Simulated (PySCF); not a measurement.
dimethyl carbonate (C₃H₆O₃), SMILES COC(=O)OC. Atoms are numbered in the order given.

```xyz
12

C      2.3146     0.0000     0.0182
O      1.0776     0.0000     0.7051
C      0.0000     0.0000    -0.0709
O      0.0000     0.0000    -1.2732
O     -1.0776     0.0000     0.7051
C     -2.3146     0.0000     0.0182
H      2.4129     0.8924    -0.6176
H      3.0925     0.0000     0.7905
H      2.4129    -0.8924    -0.6176
H     -3.0925     0.0000     0.7905
H     -2.4129    -0.8924    -0.6176
H     -2.4129     0.8924    -0.6176
```

The structure is a stationary point at PBE0-D3(BJ)/def2-SVP.

These are PySCF with PBE0-D3(BJ)/def2-SVP values and carry that method's errors.

Frequencies are harmonic and unscaled.

Computed vibrational spectrum:
```json
[
 {"mode": "1", "ν (cm⁻¹)": "103", "IR (km/mol)": "0.0", "Raman (Å⁴/amu)": "0.1", "depolarisation": "0.75", "moving atoms (share of kinetic energy)": "H 96 %"},
 {"mode": "2", "ν (cm⁻¹)": "113", "IR (km/mol)": "3.1", "Raman (Å⁴/amu)": "0.0", "depolarisation": "–", "moving atoms (share of kinetic energy)": "H 69 %, O 16 %, C 15 %"},
 {"mode": "3", "ν (cm⁻¹)": "131", "IR (km/mol)": "7.4", "Raman (Å⁴/amu)": "0.0", "depolarisation": "–", "moving atoms (share of kinetic energy)": "H 48 %, C 34 %, O 18 %"},
 {"mode": "4", "ν (cm⁻¹)": "209", "IR (km/mol)": "0.0", "Raman (Å⁴/amu)": "0.1", "depolarisation": "0.75", "moving atoms (share of kinetic energy)": "O 74 %, H 19 %"},
 {"mode": "5", "ν (cm⁻¹)": "238", "IR (km/mol)": "6.5", "Raman (Å⁴/amu)": "0.3", "depolarisation": "0.09", "moving atoms (share of kinetic energy)": "C 51 %, H 28 %, O 21 %"},
 {"mode": "6", "ν (cm⁻¹)": "350", "IR (km/mol)": "27.3", "Raman (Å⁴/amu)": "0.4", "depolarisation": "0.75", "moving atoms (share of kinetic energy)": "O 57 %, C 25 %, H 17 %"},
 {"mode": "7", "ν (cm⁻¹)": "532", "IR (km/mol)": "1.1", "Raman (Å⁴/amu)": "3.9", "depolarisation": "0.37", "moving atoms (share of kinetic energy)": "C 53 %, O 33 %, H 13 %"},
 {"mode": "8", "ν (cm⁻¹)": "718", "IR (km/mol)": "0.1", "Raman (Å⁴/amu)": "1.7", "depolarisation": "0.75", "moving atoms (share of kinetic energy)": "O 83 %, H 12 %"},
 {"mode": "9", "ν (cm⁻¹)": "814", "IR (km/mol)": "32.8", "Raman (Å⁴/amu)": "0.5", "depolarisation": "0.75", "moving atoms (share of kinetic energy)": "C 79 %, O 20 %"},
 {"mode": "10", "ν (cm⁻¹)": "968", "IR (km/mol)": "27.2", "Raman (Å⁴/amu)": "11.0", "depolarisation": "0.17", "moving atoms (share of kinetic energy)": "O 65 %, H 20 %, C 15 %"},
 {"mode": "11", "ν (cm⁻¹)": "1072", "IR (km/mol)": "61.6", "Raman (Å⁴/amu)": "0.9", "depolarisation": "0.75", "moving atoms (share of kinetic energy)": "C 56 %, O 37 %"},
 {"mode": "12", "ν (cm⁻¹)": "1178", "IR (km/mol)": "0.0", "Raman (Å⁴/amu)": "2.9", "depolarisation": "0.75", "moving atoms (share of kinetic energy)": "H 76 %, C 19 %"},
 {"mode": "13", "ν (cm⁻¹)": "1182", "IR (km/mol)": "1.1", "Raman (Å⁴/amu)": "2.2", "depolarisation": "0.75", "moving atoms (share of kinetic energy)": "H 76 %, C 19 %"},
 {"mode": "14", "ν (cm⁻¹)": "1195", "IR (km/mol)": "8.8", "Raman (Å⁴/amu)": "3.2", "depolarisation": "0.12", "moving atoms (share of kinetic energy)": "H 40 %, O 34 %, C 26 %"},
 {"mode": "15", "ν (cm⁻¹)": "1202", "IR (km/mol)": "8.3", "Raman (Å⁴/amu)": "1.2", "depolarisation": "0.75", "moving atoms (share of kinetic energy)": "H 68 %, C 22 %, O 10 %"},
 {"mode": "16", "ν (cm⁻¹)": "1259", "IR (km/mol)": "0.0", "Raman (Å⁴/amu)": "2.0", "depolarisation": "0.29", "moving atoms (share of kinetic energy)": "O 57 %, C 22 %, H 21 %"},
 {"mode": "17", "ν (cm⁻¹)": "1376", "IR (km/mol)": "688.8", "Raman (Å⁴/amu)": "1.4", "depolarisation": "0.75", "moving atoms (share of kinetic energy)": "C 54 %, H 32 %, O 15 %"},
 {"mode": "18", "ν (cm⁻¹)": "1453", "IR (km/mol)": "2.0", "Raman (Å⁴/amu)": "9.1", "depolarisation": "0.75", "moving atoms (share of kinetic energy)": "H 88 %, C 9 %"},
 {"mode": "19", "ν (cm⁻¹)": "1458", "IR (km/mol)": "0.0", "Raman (Å⁴/amu)": "34.0", "depolarisation": "0.75", "moving atoms (share of kinetic energy)": "H 97 %"},
 {"mode": "20", "ν (cm⁻¹)": "1459", "IR (km/mol)": "19.9", "Raman (Å⁴/amu)": "0.7", "depolarisation": "0.75", "moving atoms (share of kinetic energy)": "H 97 %"},
 {"mode": "21", "ν (cm⁻¹)": "1472", "IR (km/mol)": "92.5", "Raman (Å⁴/amu)": "5.0", "depolarisation": "0.75", "moving atoms (share of kinetic energy)": "H 93 %"},
 {"mode": "22", "ν (cm⁻¹)": "1480", "IR (km/mol)": "13.9", "Raman (Å⁴/amu)": "13.1", "depolarisation": "0.72", "moving atoms (share of kinetic energy)": "H 94 %"},
 {"mode": "23", "ν (cm⁻¹)": "1502", "IR (km/mol)": "207.1", "Raman (Å⁴/amu)": "5.0", "depolarisation": "0.75", "moving atoms (share of kinetic energy)": "H 58 %, C 31 %, O 11 %"},
 {"mode": "24", "ν (cm⁻¹)": "1894", "IR (km/mol)": "319.9", "Raman (Å⁴/amu)": "2.6", "depolarisation": "0.19", "moving atoms (share of kinetic energy)": "C 66 %, O 33 %"},
 {"mode": "25", "ν (cm⁻¹)": "3066", "IR (km/mol)": "53.2", "Raman (Å⁴/amu)": "0.1", "depolarisation": "0.75", "moving atoms (share of kinetic energy)": "H 97 %"},
 {"mode": "26", "ν (cm⁻¹)": "3067", "IR (km/mol)": "4.5", "Raman (Å⁴/amu)": "245.4", "depolarisation": "0.01", "moving atoms (share of kinetic energy)": "H 97 %"},
 {"mode": "27", "ν (cm⁻¹)": "3162", "IR (km/mol)": "0.0", "Raman (Å⁴/amu)": "25.2", "depolarisation": "0.75", "moving atoms (share of kinetic energy)": "H 90 %, C 10 %"},
 {"mode": "28", "ν (cm⁻¹)": "3162", "IR (km/mol)": "28.9", "Raman (Å⁴/amu)": "75.1", "depolarisation": "0.75", "moving atoms (share of kinetic energy)": "H 90 %, C 10 %"},
 {"mode": "29", "ν (cm⁻¹)": "3204", "IR (km/mol)": "7.4", "Raman (Å⁴/amu)": "87.6", "depolarisation": "0.75", "moving atoms (share of kinetic energy)": "H 90 %, C 10 %"},
 {"mode": "30", "ν (cm⁻¹)": "3204", "IR (km/mol)": "10.3", "Raman (Å⁴/amu)": "69.5", "depolarisation": "0.54", "moving atoms (share of kinetic energy)": "H 90 %, C 10 %"}
]
```
